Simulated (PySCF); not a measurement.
C2H7O, SMILES C(C)[OH2+], charge +1.

Geometry optimised at B3LYP-D3(BJ)/def2-TZVP. The isomer is the one that the SMILES or the coordinates give; other isomers of the formula were not compared.

Method: PBE/def2-TZVPD in PySCF.

Isolated molecule, no solvent.

| Quantity | Value |
|---|---|
| total energy | -155.21185 hartree |
| point group | Cs |
| highest occupied level | -14.34 eV |
| lowest empty level | -7.00 eV |
| orbital gap | 7.34 eV |
| dipole moment about the centre of nuclear charge | 2.33 D |
| mean static polarisability | 30.3 bohr³ (4.49 Å³) |
| polarisability, principal values | 27.7, 29.1, 34.2 bohr³ |
